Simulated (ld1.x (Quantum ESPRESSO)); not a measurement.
u(r) = r·R(r): atom against pseudo-atom (Be)

Columns: radius, all-electron u(r) and pseudo u(r) of the 2p shell (level -2.02 eV) of beryllium in the configuration 1s2 2s2 2p0; PBE, scalar-relativistic, TM semilocal scheme, ld1.x (Quantum ESPRESSO) 7.5.

```tsv
r (bohr)	all-electron	pseudo
0.165	0.0303	0.0115
0.330	0.0922	0.0448
0.495	0.1621	0.0968
0.660	0.2302	0.1624
0.825	0.2922	0.2354
0.990	0.3463	0.3092
1.155	0.3929	0.3777
1.320	0.4334	0.4362
1.485	0.4666	0.4819
1.650	0.4924	0.5141
1.815	0.5113	0.5339
1.980	0.5238	0.5434
2.145	0.5306	0.5452
2.310	0.5324	0.5417
2.475	0.5299	0.5348
2.640	0.5238	0.5259
2.805	0.5148	0.5154
2.970	0.5033	0.5034
3.135	0.4899	0.4899
3.300	0.4752	0.4752
3.465	0.4594	0.4594
3.630	0.4430	0.4430
3.795	0.4261	0.4261
3.960	0.4091	0.4091
4.125	0.3921	0.3921
4.290	0.3752	0.3752
```

Task: How many radial nodes do the two functions have?

Result: The all-electron 2p function has n − l − 1 = 0; the pseudo-wave has 0.

Task: At about which radius was the pseudo-wave matched?

Result: 3.30 bohr. The columns agree to 0.0005 from 2.97 bohr on; several derivatives are matched, so the curves merge somewhat inside the radius.

Task: Is the pseudo-wave norm-conserving?

Result: Yes: the TM semilocal scheme keeps the norm inside the radius equal to the all-electron one, which fixes the energy derivative of the logarithmic derivative at the level.
